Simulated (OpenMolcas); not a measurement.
A calculation on Ni5+.

| Quantity | Value |
| --- | --- |
| Program | OpenMolcas |
| Method | SS-RASPT2, IPEA 0.25 Eh, imaginary shift 0.1 Eh (closed shells correlated: 3s) |
| Basis | ANO-RCC-VQZP [7s6p4d3f2g1h] |
| Scalar Hamiltonian | DKH2, point nucleus |
| Active space | 11 electrons in 8 orbitals (RAS1 3p, at most 2 holes; RAS2 3d) |
| State averaging | 2S+1 = 6 even, 1 root; 2S+1 = 4 even, 24 roots; 2S+1 = 2 even, 53 roots |
| Spin-orbit coupling | state interaction with AMFI integrals over the reference wave functions, term energies averaged over their components |

(1) Which level of the active space comes out lowest?

(2) How high does 3d⁵ ⁴D_3/2 lie?

(3) How high does 3d⁵ ⁴P_5/2 lie?

(4) How high does 3d⁵ ²I_13/2 lie?

Measured values: Corliss and Sugar, J. Phys. Chem. Ref. Data 10, 197 (1981).

Results:

(1) 3d⁵ ⁶S_5/2, with 100 % of that term; it is also the measured ground level.

(2) 52200 cm⁻¹ above the lowest level.

(3) 47380 cm⁻¹ above the lowest level; measured 45884 cm⁻¹ above the ground level, so the calculation is off by +3 %.

(4) 62600 cm⁻¹ above the lowest level; measured 61280 cm⁻¹ above the ground level, so the calculation is off by +2 %.

CASPT2 does not keep the components of a term degenerate, so their means are used; among the terms shown or strongly mixed into the levels shown the widest spread is 40 cm-1 (3d⁵ ²I). Active for correlation alone: 3p; no level in the range computed is led by a configuration that opens it, so any true level of that kind is missing. Computed and measured levels are paired by configuration, term and J; levels that our copy of the source lacks, or whose pairing is in doubt (as where it misses far off the trend of its configuration), stay unpaired and out of the deviations. Only configurations of the active space appear.
